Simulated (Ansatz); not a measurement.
Calculated with Ansatz (gas phase, PBE0-D4/def2-TZVP geometries, no zero-point term in ΔE). CBS: MP2 limit from def2 TZ/QZ plus the TZ coupled-cluster correction, frozen cores. DFT in def2-TZVPP. B3LYP here is the variant with VWN-RPA as its local correlation; programs differ in this. Each species was taken in one conformer, which may not be the lowest.

Consider the isomerisation: `[CH3][AlH][SiH](F)[SiH3]` → `C[SiH2][Al]([F])[SiH3]`.

```tsv
level	ΔE (kJ/mol)	difference from CCSD(T)/CBS
PBE-D4	-72.8	1.2
ωB97M-V	-69.4	4.6
B2PLYP	-73.5	0.5
PBE0	-73.4	0.6
B3LYP	-71.6	2.4
MP2/def2-TZVPP	-76.5	-2.5
HF/def2-QZVPP	-68.8	5.2
SCS-MP2/def2-QZVPP	-73.7	0.3
HF/CBS(def2)	-68.8	5.2
CCSD/CBS(def2)	-73.5	0.5
CCSD(T)/CBS	-74.0	0
```

Largest T1 diagnostic among the species: 0.013.

In def2-TZVPP, CCSD(T) changes the Hartree–Fock value by −7.4 kJ/mol (the triples alone add −0.5 kJ/mol) and MP2 by −7.4 kJ/mol.

CCSD(T)/CBS has its own doubt, a few kJ/mol and more with outer-core shells, so smaller differences from it don't rank the levels.
